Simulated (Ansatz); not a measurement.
Ge2S2⁺. Charge 1, multiplicity 2. Geometry PBE0-D4/def2-SVP, that of the neutral singlet.

```
atom   x (Å)   y (Å)   z (Å)
 Ge1   1.001   1.120   0.162
 Ge2  -0.674  -1.349   0.095
  S3   0.596  -0.363  -1.520
  S4  -0.923   0.592   1.263
```

The structure comes from a short search, and lower isomers may exist.

Q: Estimate the α-spin orbital energies around the gap (eV) in Ansatz with PBE-D4/def2-TZVP, r2SCAN-D4/def2-TZVP, PBE0-D4/def2-TZVP.

A: 
```
orbital  PBE-D4/def2-TZVP  r2SCAN-D4/def2-TZVP  PBE0-D4/def2-TZVP
 HOMO−5            -14.45               -14.88             -15.73
 HOMO−4            -13.35               -13.74             -14.60
 HOMO−3            -12.95               -13.27             -14.00
 HOMO−2            -12.76               -13.08             -13.87
 HOMO−1            -11.64               -12.00             -12.72
   HOMO            -11.60               -11.89             -12.66
   LUMO             -8.95                -8.93              -8.18
 LUMO+1             -8.61                -8.60              -7.88
 LUMO+2             -6.88                -6.65              -6.07
 LUMO+3             -6.78                -6.61              -5.96
 LUMO+4             -5.62                -5.44              -4.75
 LUMO+5             -5.27                -4.94              -4.37
 β HOMO            -11.49               -11.77             -12.61
 β LUMO            -11.00               -10.98             -10.33
```
